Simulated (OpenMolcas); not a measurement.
## W4+: moving or changing the point charges

W4+ among 4 point charges of -1.5 e arranged as a square (D4h), 1.81 Å from the ion.
```
   1.8100    0.0000    0.0000  -1.50
   0.0000    1.8100    0.0000  -1.50
  -1.8100    0.0000    0.0000  -1.50
   0.0000   -1.8100    0.0000  -1.50
```

```
Program             : OpenMolcas 26.06
Method              : CASSCF
Basis               : ANO-RCC-VDZP [7s6p4d2f1g]
Scalar Hamiltonian  : DKH2, point nucleus
Active space        : 2 electrons in 5 orbitals (5d)
State averaging     : 2S+1 = 3 even, 10 roots; 2S+1 = 1 even, 15 roots
Spin-orbit coupling : RASSI with atomic mean-field integrals over the reference wave functions
```

Runs around this geometry, states (labels of D4, the rotations of D4h). Energies in cm-1 above the lowest state or level, χT in cm3 K/mol.

```tsv
R (Å)	q (e)	Ground state	First state of that spin	First gap with spin-orbit (degeneracies)	χT at 300 K	First state of another spin
1.81	-0.75	3A2	3E 544.1	2125 (1, 2)	0.036	1B2 9090
1.81	-1.5	3E	3A2 6387	3513 (1, 2)	0.032	1A1 3936
1.94	-1.5	3E	3A2 3975	3239 (1, 2)	0.026	1A1 5852
```

Taking the first state of the same spin as R^-n, n = -ln(3975 / 6387) / ln(1.94 / 1.81) = 6.8 between the shortest and longest distance.

The ground state changes within this set.

Without dynamic correlation the repulsion within the d shell is too large (B by tens of per cent), so at a given field states of lower spin stand too high. Spin-orbit coupling mixes the spin-free states strongly: the lowest level takes only 56 % from its leading state, 3E, which lies 544 cm-1 above the lowest spin-free state (holds for R = 1.81, q = -0.75). An orbital doublet at a regular site is open to a Jahn-Teller distortion, which this geometry leaves out (holds for R = 1.81, q = -1.5; R = 1.94, q = -1.5). Point charges carry no covalency, so the field is a model and not that of real ligands. No measured value stands beside these numbers.
